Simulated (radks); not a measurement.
The numbers below are computed, except where a source is named.
Problem. Ionisation of O2+, [He] 2s2 2p2, to O3+, [He] 2s2 2p1, under several functionals. Non-relativistic Kohn-Sham, spin-polarised, spherical densities, point nucleus; open shells are filled with parallel spins first; a radial shooting solver on a logarithmic mesh with Libxc functionals. Known Delta-SCF values: exchange-only r2SCAN 55.137 eV. What does HCTH/407 give, and what is its highest occupied eigenvalue?

Solution. 56.102 eV by Delta-SCF; the 2p eigenvalue is -45.760 eV. NIST: 54.936 eV (semi-empirical).
